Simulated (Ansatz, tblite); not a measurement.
Forces on Ge22PH32 at its PBE-D4/def2-SVP geometry. Charge 0, multiplicity 2.

The xTB rows come from tblite. Single mean-field runs in def2-SVP are fitted with def2-universal-jkfit.

GFN2-xTB (tblite), largest force 0.76 eV/Å:

```xyz
55
positions Å, forces eV/Å
Ge    1.525    2.245    3.342   -0.103   -0.024   -0.092
Ge    3.578   -0.938    1.157   -0.075    0.039   -0.054
Ge   -2.278   -4.344    1.148   -0.043   -0.068   -0.045
Ge    1.497   -4.131    0.153   -0.145   -0.234    0.071
P    -0.214   -0.937    1.581   -0.160   -0.063    0.590
Ge   -1.217    1.143   -0.927   -0.396   -0.096    0.130
Ge    1.149    1.894   -0.758    0.204    0.289   -0.216
Ge   -1.324   -2.332   -2.162   -0.172   -0.232   -0.081
Ge   -1.040    4.364    1.103   -0.098    0.211    0.032
Ge   -0.743    4.372   -2.948   -0.008    0.094   -0.118
Ge    2.507   -1.384   -2.678    0.090   -0.018    0.079
Ge    0.116    0.257    3.595    0.243    0.127   -0.200
Ge   -1.844   -2.356    2.514    0.105   -0.048   -0.179
Ge   -2.428    2.355    0.848    0.150    0.187   -0.070
Ge    1.674   -2.325    1.796    0.178    0.114   -0.043
Ge    1.207    3.381    1.201    0.078    0.032    0.298
Ge    2.955    0.242   -0.896    0.178   -0.085   -0.020
Ge   -0.243   -5.677    0.902    0.000    0.041    0.035
Ge   -3.031   -3.709   -1.087    0.004    0.082    0.000
Ge    0.964   -3.184   -2.042    0.151    0.127   -0.270
Ge   -2.049    2.292   -2.956    0.154    0.088    0.142
Ge    1.501    3.442   -2.647   -0.022    0.048   -0.016
Ge   -1.272    5.691   -0.948    0.045    0.027   -0.036
H     1.159    3.210    4.511    0.234   -0.297   -0.196
H     3.014    1.833    3.526   -0.331    0.182    0.152
H     4.796   -1.864    0.859   -0.216    0.278    0.229
H     3.990    0.057    2.279    0.115   -0.297   -0.222
H    -3.392   -5.168    1.867    0.169    0.138   -0.070
H     2.885   -4.842    0.069   -0.163    0.111    0.035
H    -1.345   -0.876   -1.459   -0.042   -0.650   -0.387
H    -1.685   -2.091   -3.661    0.072    0.034    0.335
H    -1.372    5.219    2.368    0.049   -0.100   -0.146
H    -0.904    5.247   -4.231    0.030   -0.093    0.168
H     3.858   -2.021   -3.127   -0.357    0.219   -0.094
H     1.907   -0.636   -3.908    0.267   -0.231    0.179
H     0.724   -0.709    4.658   -0.301    0.127   -0.149
H    -1.297    0.682    4.091    0.295   -0.263    0.005
H    -1.418   -2.782    3.954   -0.159    0.225   -0.201
H    -3.135   -1.492    2.628    0.345   -0.133    0.135
H    -2.538    1.567    2.185   -0.195    0.218   -0.290
H    -3.871    2.700    0.374    0.190   -0.140    0.321
H     1.781   -2.900    3.246   -0.063    0.064   -0.087
H     2.322    4.461    1.033   -0.128   -0.106    0.047
H     4.207    1.056   -1.361   -0.143   -0.121    0.056
H     0.169   -6.314    2.261   -0.107   -0.046   -0.384
H    -0.474   -6.822   -0.127    0.091    0.120    0.369
H    -3.290   -4.997   -1.921   -0.123    0.334    0.183
H    -4.366   -2.910   -1.011    0.249   -0.330   -0.123
H     1.104   -4.333   -3.092   -0.017    0.132    0.161
H    -1.734    1.498   -4.261   -0.287    0.229    0.236
H    -3.587    2.533   -2.900    0.308   -0.110   -0.259
H     1.958    2.673   -3.923    0.039    0.302    0.298
H     2.584    4.506   -2.303   -0.177   -0.298   -0.257
H    -2.728    6.240   -1.038    0.410    0.058    0.031
H    -0.312    6.916   -0.877   -0.411   -0.196   -0.013
```

PBE-D4/def2-SVP (Ansatz), largest force 0.04 eV/Å:

```
Ge 0.009 -0.006 -0.003
Ge 0.007 0.001 0.003
Ge -0.011 0.000 0.004
Ge -0.002 0.006 -0.010
P -0.001 0.017 0.031
Ge 0.004 -0.003 0.001
Ge 0.000 -0.005 0.000
Ge -0.008 -0.010 -0.011
Ge 0.008 0.003 -0.001
Ge 0.000 0.008 0.007
Ge 0.001 0.004 -0.013
Ge -0.006 -0.017 -0.022
Ge 0.010 0.010 0.005
Ge -0.007 0.001 -0.005
Ge -0.001 -0.007 0.009
Ge -0.001 0.003 0.009
Ge 0.003 0.002 -0.005
Ge 0.007 0.000 0.006
Ge -0.004 0.000 -0.002
Ge 0.016 -0.006 -0.002
Ge 0.005 -0.007 -0.005
Ge -0.002 -0.008 -0.004
Ge -0.006 0.000 -0.006
H -0.002 -0.002 -0.004
H -0.003 0.000 0.001
H -0.004 0.004 0.001
H -0.002 -0.001 -0.001
H 0.002 -0.001 0.004
H -0.003 0.001 0.001
H 0.000 0.018 0.007
H 0.001 -0.001 -0.001
H -0.001 -0.001 0.000
H 0.001 0.001 0.002
H -0.014 0.004 0.005
H 0.005 -0.006 0.009
H -0.001 0.003 -0.002
H 0.003 -0.004 -0.005
H 0.001 0.002 -0.005
H 0.002 -0.006 -0.002
H 0.001 -0.004 0.001
H -0.001 -0.002 0.000
H -0.002 0.005 0.000
H -0.001 -0.001 0.000
H 0.001 0.000 0.003
H -0.003 -0.001 0.001
H -0.002 0.001 0.001
H 0.000 0.000 0.000
H 0.003 -0.002 0.002
H -0.004 -0.001 -0.004
H -0.001 0.002 0.000
H 0.003 0.003 0.000
H 0.002 0.001 0.001
H -0.003 0.000 0.001
H -0.002 0.002 0.000
H 0.001 0.003 0.004
```

PBE0-D4/def2-SVP (Ansatz), largest force 0.37 eV/Å:

```
Ge 0.056 0.014 0.061
Ge 0.066 -0.002 0.030
Ge -0.058 -0.029 0.037
Ge 0.065 -0.013 -0.006
P 0.068 -0.149 0.330
Ge 0.028 0.323 -0.011
Ge -0.010 0.018 -0.009
Ge -0.023 0.091 -0.059
Ge 0.001 0.002 0.044
Ge 0.005 0.012 -0.033
Ge 0.030 0.011 -0.092
Ge -0.066 -0.067 0.007
Ge -0.009 0.076 0.048
Ge -0.051 -0.015 0.028
Ge -0.040 0.007 0.044
Ge 0.024 0.047 -0.015
Ge 0.066 0.040 -0.042
Ge 0.017 -0.067 0.020
Ge -0.070 -0.017 -0.035
Ge 0.017 -0.056 -0.052
Ge -0.024 -0.028 -0.059
Ge 0.039 -0.007 -0.029
Ge -0.025 0.091 -0.002
H 0.041 -0.130 -0.170
H -0.208 0.060 -0.029
H -0.174 0.129 0.033
H -0.068 -0.140 -0.161
H 0.163 0.117 -0.100
H -0.202 0.100 0.013
H 0.002 -0.238 -0.092
H 0.052 -0.041 0.211
H 0.045 -0.131 -0.195
H 0.023 -0.134 0.198
H -0.197 0.087 0.078
H 0.077 -0.106 0.180
H -0.075 0.137 -0.155
H 0.195 -0.061 -0.072
H -0.046 0.058 -0.206
H 0.177 -0.128 -0.025
H 0.027 0.097 -0.187
H 0.201 -0.048 0.055
H -0.019 0.089 -0.213
H -0.159 -0.160 0.023
H -0.174 -0.113 0.069
H -0.058 0.097 -0.181
H 0.029 0.166 0.134
H 0.048 0.173 0.114
H 0.193 -0.104 -0.003
H -0.026 0.161 0.146
H -0.035 0.105 0.181
H 0.215 -0.028 0.004
H -0.067 0.100 0.176
H -0.155 -0.145 -0.038
H 0.192 -0.083 0.012
H -0.121 -0.167 -0.006
```
